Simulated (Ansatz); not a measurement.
Consider the formal exchange of groups at the Si–O bond: `N[SiH2]O[Si](N)(O)O` + `CF` → `N[SiH2]F` + `CO[Si](N)(O)O`.

Isolated molecules relaxed with PBE0-D4/def2-TZVP in Ansatz; ΔE leaves out vibrations. CCSD(T)/CBS is the MP2 limit (def2-TZVPP, def2-QZVPP) plus CCSD(T) − MP2 in def2-TZVPP, frozen cores. This one scheme is used for every species. Functionals use def2-TZVPP. B3LYP here is the variant with VWN-RPA as its local correlation; programs differ in this. One conformer a species, not always the lowest.

`N[SiH2]O[Si](N)(O)O`:

Cartesian coordinates in Å:
```
N 1.330 -1.428 0.856
Si 1.367 -0.933 -0.804
O 0.383 0.350 -1.034
Si -0.758 1.034 -0.073
N -2.124 0.017 -0.134
O -1.102 2.535 -0.610
O -0.198 1.152 1.457
H 2.209 -1.547 1.336
H 0.675 -2.140 1.140
H 2.765 -0.541 -1.102
H 0.913 -2.022 -1.704
H -2.490 -0.243 -1.036
H -2.877 0.192 0.513
H -0.420 3.199 -0.498
H 0.328 0.374 1.694
```

`CF`:

```xyz
5

C     0.034   -0.047   -0.020
F    -0.738    1.003    0.423
H    -0.600   -0.926   -0.151
H     0.810   -0.256    0.720
H     0.494    0.225   -0.973
```

`N[SiH2]F`:

```xyz
7

N    -0.591    0.732    0.462
Si    0.391   -0.372   -0.370
F     0.494   -1.822    0.311
H    -1.595    0.695    0.410
H    -0.276    1.204    1.293
H     1.771    0.160   -0.395
H    -0.193   -0.597   -1.710
```

`CO[Si](N)(O)O`:

Z-matrix (Å, degrees):
```
C
O 1 1.407
H 1 1.097 2 111.3
H 1 1.092 2 108.3 3 -118.9
H 1 1.095 2 111.4 3 121.5
Si 2 1.634 1 124.1 3 -63.3
O 6 1.640 2 104.7 1 -52.2
N 6 1.697 2 118.4 1 67.8
O 6 1.632 2 105.2 1 -174.9
H 7 0.958 6 116.1 2 177.4
H 8 1.006 6 121.1 2 76.5
H 8 1.005 6 122.0 2 -78.0
H 9 0.958 6 115.3 2 25.9
```

(1) Is it downhill or uphill in electronic energy at CCSD(T)/CBS, and by how much? (Estimate.)

(2) What do these levels give: PBE-D4, r2SCAN-D4, PBE0-D4, PBE, B3LYP, HF/def2-TZVPP, MP2/def2-TZVPP, SCS-MP2/def2-TZVPP, CCSD/def2-TZVPP, CCSD(T)/def2-TZVPP, MP2/CBS(def2), CCSD/CBS(def2)? (An estimate is asked.)

Largest T1 diagnostic among the species: 0.011.

Results:

(1) The calculation gave: Downhill: ΔE = -24.9 kJ/mol.

(2) Ansatz gave: PBE-D4 -20.3, r2SCAN-D4 -21.7, PBE0-D4 -20.3, PBE -25.5, B3LYP -28.5, HF/def2-TZVPP -28.7, MP2/def2-TZVPP -25.7, SCS-MP2/def2-TZVPP -26.0, CCSD/def2-TZVPP -24.6, CCSD(T)/def2-TZVPP -22.8, MP2/CBS(def2) -27.9, CCSD/CBS(def2) -26.7 kJ/mol.

The D4 term adds +8.3 kJ/mol with B3LYP and +4.9 kJ/mol with PBE0; it sums over pairs of atoms, weighted by their polarisabilities, and B3LYP, whose exchange is more repulsive, gets the larger term.
